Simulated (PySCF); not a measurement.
C₅H₃NOS.
SMILES with atom numbers: `[N:1]#[C:2][S:3][c:4]1[cH:5][cH:6][cH:7][o:8]1`

Cartesian coordinates in Å at the PBE0-D3(BJ)/def2-TZVP level; atoms count from 1:
```xyz
11
C5H3NOS angstrom
N      3.4830    1.1082   -0.8638
C      2.8719    0.3881   -0.1999
S      2.0502   -0.6951    0.8089
C      0.4069   -0.3309    0.3894
C     -0.4778   -0.9869   -0.4063
C     -1.6968   -0.2622   -0.3194
C     -1.4540    0.7743    0.5216
O     -0.1854    0.7441    0.9689
H     -0.2708   -1.8724   -0.9848
H     -2.6273   -0.4804   -0.8177
H     -2.0624    1.5858    0.8856
```

Definitions: NICS(0) = −σiso at the ring centroid; NICS(1) = −σiso and NICS(1)zz = −σzz at ±1 Å along the ring normal z. Level: GIAO B97-2/pcSseg-2 (PySCF, non-relativistic, gas phase) on the PBE0-D3(BJ)/def2-TZVP geometry, one conformer.

Ring bond lengths (Å): C4–C5 1.359, C5–C6 1.421, C6–C7 1.357, C7–O8 1.345, O8–C4 1.357.

Task: Give the NICS values of each ring in ppm.

Result: 
```json
{"ring": "C4–C5–C6–C7–O8", "type": "5-membered ring with O; formal bonds all aromatic", "NICS(0)": "-11.5", "NICS(1), two faces": "-9.2 / -9.1", "NICS(1)zz, two faces": "-26.3 / -25.6", "rms pucker (Å)": "0.00", "centre to ring atoms, mean (Å)": "1.16"}
```

Task: What can be read from them?

Result: 
- C4–C5–C6–C7–O8: mean NICS(1)zz -26.0 ppm, shielded. For a flat ring without four-coordinate atoms the NICS criterion counts such a value as aromatic.

Task: And the bond-length index? HOMA takes Krygowski's 1993 parameters.

Result: 
- C4–C5–C6–C7–O8: HOMA 0.38; the largest term is that of O8–C4, α(R − Ropt)² = 1.34.

Task: What is the mean of the two in-plane components of NICS at the second NICS(1) probe listed for ring C4–C5–C6–C7–O8, 1 Å off the ring?

Result: The isotropic value is a third of the trace: (3 × -9.1 − (-25.6))/2 = -0.8 ppm.

Task: What are the shieldings of the ring atoms and their hydrogens in the same run (means over atoms taken as equivalent)?

Result: 
| atoms | environment | σ isotropic (ppm) | principal values of the symmetric part, first atom (ppm) |
| --- | --- | --- | --- |
| C4 | substituted aromatic carbon | 44.5 | -26.0, 77.4, 82.2 |
| C5 | aromatic CH carbon | 54.8 | -34.9, 49.1, 150.1 |
| C6 | aromatic CH carbon | 66.4 | -17.0, 58.1, 157.9 |
| C7 | aromatic CH next to a ring oxygen | 29.7 | -50.2, 33.2, 106.1 |
| O8 | furan-type oxygen | 8.6 | -118.6, -67.5, 212.0 |
| H9 | aromatic hydrogen | 24.53 | 22.3, 23.7, 27.6 |
| H10 | aromatic hydrogen | 24.91 | 22.9, 25.8, 26.0 |
| H11 | aromatic hydrogen | 23.80 | 21.0, 24.7, 25.7 |

Task: How do the values depend on the level or the medium?

Result: 
```json
{"level": "B97-2/pcSseg-2, gas", "NICS(0), C4–C5–C6–C7–O8": "-11.5", "mean NICS(1)zz, C4–C5–C6–C7–O8": "-26.0"}
{"level": "KT3/pcSseg-2, gas", "NICS(0), C4–C5–C6–C7–O8": "-11.8", "mean NICS(1)zz, C4–C5–C6–C7–O8": "-25.7"}
{"level": "PBE0/pcSseg-2, gas", "NICS(0), C4–C5–C6–C7–O8": "-11.4", "mean NICS(1)zz, C4–C5–C6–C7–O8": "-26.1"}
{"level": "wB97X-D/pcSseg-2, gas", "NICS(0), C4–C5–C6–C7–O8": "-11.2", "mean NICS(1)zz, C4–C5–C6–C7–O8": "-26.0"}
{"level": "WP04/pcSseg-2, IEF-PCM chloroform", "NICS(0), C4–C5–C6–C7–O8": "-11.4", "mean NICS(1)zz, C4–C5–C6–C7–O8": "-24.6"}
{"level": "wB97X-D/pcSseg-2, IEF-PCM chloroform", "NICS(0), C4–C5–C6–C7–O8": "-11.0", "mean NICS(1)zz, C4–C5–C6–C7–O8": "-25.9"}
```

The geometry is the same throughout; the continuum's cavity takes Bondi-type radii × 1.2.
